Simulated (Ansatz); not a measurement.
The cluster Li₃Cl₃, relaxed as a singlet with RKS PBE-D4/def2-SVP in Ansatz, starting from the GFN1-xTB geometry. Force threshold 0.02 eV/Å.

The structure comes from a short search, and lower isomers may exist.

Start:

```xyz
6

Li    1.712   -0.597   -0.240
Li   -0.482    0.839    1.557
Li   -1.219   -0.233   -1.304
Cl    0.605   -1.036   -1.970
Cl    1.557    0.337    1.634
Cl   -2.173    0.690    0.323
```

Estimate the energy that the relaxation releases and the steps that it takes.

10.5 kJ/mol, in 5 steps; 3.6 s on 4 threads of Arm Neoverse V2 on a shared host. The force fell under the threshold at step 3, but the optimiser went on. No frequencies were taken in this run, so the end may be a saddle point.

Does the start keep its bonding and symmetry?

By distances, no bond broke or formed. The bond that changes most is Li2–Cl6, from 2.10 to 2.18 Å (atoms count from 1). Point group Cs at the start, D3h at the end, both within 0.05 Å.

Predict the relaxed structure.


```xyz
6

Li    1.7892   -0.6015   -0.2515
Li   -0.4961    0.8634    1.6238
Li   -1.2924   -0.2614   -1.3713
Cl    0.6204   -1.0708   -2.0291
Cl    1.6175    0.3417    1.7049
Cl   -2.2386    0.7286    0.3232
```
Bond lengths (bridged metal pairs left out): 6 × Cl–Li 2.18 Å.
